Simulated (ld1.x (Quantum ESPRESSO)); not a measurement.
## Mn: one change to an ultrasoft potential, before and after

ld1.x (Quantum ESPRESSO) 7.5 input, shortened:

```
&input
   title='Mn', zed=25., rel=2, dft='BP', iswitch=3,
   config='[Ar] 3d5 4s1 4p0', rel_dist='average'
 /
 &inputp
   pseudotype=3, tm=.true., lloc=-1, rcloc=1.30,
   nlcc=.false.,
   which_augfun='PSQ', rmatch_augfun=0.95
 /
6
4S  1  0   1.00   0.00  1.65  2.20  0.0
4S  1  0   0.00   1.30  1.65  2.20  0.0
4P  2  1   0.00   0.00  2.65  3.05  0.0
4P  2  1   0.00   0.20  2.65  3.05  0.0
3D  3  2   5.00   0.00  1.30  1.40  0.0
3D  3  2   0.00  -0.25  1.30  1.40  0.0
 &test
   configts(1)='3d5 4s1 4p0'
 /
```

Open shells are filled in proportion to 2j + 1 (rel_dist='average').

All-electron outer shells of the reference configuration (BP86, scalar-relativistic, ld1.x):

```tsv
shell	level (eV)	outermost node (bohr)	outermost maximum (bohr)
3p	-62.96	0.31	0.75
3d	-15.07	–	0.76
4s	-12.08	1.05	2.38
4p	-7.33	1.15	2.95
```

Change: all radii scaled by about 1.22 (s 2.68, p 3.70, d 1.70 bohr, rcut 2.00/3.22/1.58); local potential all-electron potential smoothed inside 1.58 bohr (lloc = -1); augmentation PSQ, radius 1.16 bohr.

Cutoffs: the cutoffs (Ry, on a coarse ladder) from which the occupation-weighted sum of valence levels, in a spherical-Bessel basis at the reference potential, stays within 10 and 1 mRy of its value at 400 Ry; they do not see the model core or the augmentation charge, which bear on the density cutoff. Errors are all-electron minus pseudo energies relative to the spin-unpolarised reference configuration.

How do hardness, ghosts and transferability respond?

The potential gets softer (55 Ry and 90 Ry → 35 Ry and 55 Ry); the bound ghost in s disappears; the number of tests that count goes from 7 to 4 (the test run of the changed file stopped, so its transferability is not established); of the 4 tests that both files solve, the error grows in 2 and shrinks in 1 by more than 15 % and 0.3 meV (median size 17.8 → 16.0 meV). A larger radius leaves more room for a smooth pseudo-wave, so fewer plane waves are needed.

| quantity | base | changed |
| --- | --- | --- |
| cutoff, loose | 55 Ry | 35 Ry |
| cutoff, tight | 90 Ry | 55 Ry |
| loose cutoff by channel (10 mRy a level) | s 6 Ry, d 50 Ry | s 6 Ry, d 30 Ry |
| bound ghosts | s | none |
| tests counted (converged, no solver errors) | 7 of 7 | 4 of 7 (the test run stopped) |
| error for 3d5 4s2 4p0, meV [ΔE -8.61 eV] | +7.5 | +10 |
| error for 3d5 4s0 4p0, meV [ΔE 15.71 eV] | +28 | +22 |
| error for 3d4 4s0 4p0, meV [ΔE 48.28 eV] | -144 | -149 |
| error for 3d5 4s0 4p1, meV [ΔE 4.78 eV] | +8.0 | +10 |
| lowest overlap eigenvalue by channel | s 0.43, p1/2 0.43, p3/2 0.43, d3/2 0.95, d5/2 0.94 | s 0.42, p1/2 0.33, p3/2 0.34, d3/2 1.00, d5/2 1.00 |

Changed file: These tests converged, but a pseudo level misses the all-electron one widely, so the file describes the atom poorly there or has found another state: 3d4 4s0 4p0: empty 4s by 6.7 eV (a node warning on the way). A true bound ghost makes a file unfit for plane-wave use even where its test errors are small: the radial tests pick states by their node count and pass the ghost by.
